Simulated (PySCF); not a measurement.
A run for PySCF: R-HF/STO-3G on KF, a point of a bond scan (R = 2.202 Å).

```python
from pyscf import gto, scf, dft, mp
from pyscf.data.elements import chemcore

mol = gto.M(
    atom='''
    K    -0.00000000   -0.00000000   -0.70772998
    F     0.00000000    0.00000000    1.49409662
    ''',
    basis='sto-3g',
    charge=0, spin=0, verbose=3, max_memory=1800)
mf = scf.RHF(mol)
mf.conv_tol = 1e-8
mf.max_cycle = 100
mf.kernel()
if not mf.converged:
    mf = mf.newton().run(mf.mo_coeff, mf.mo_occ)
```

It printed:

```
converged SCF energy = -691.033151384116
```

Self-consistency was reached.

Cost: roughly 0.09 core-seconds.
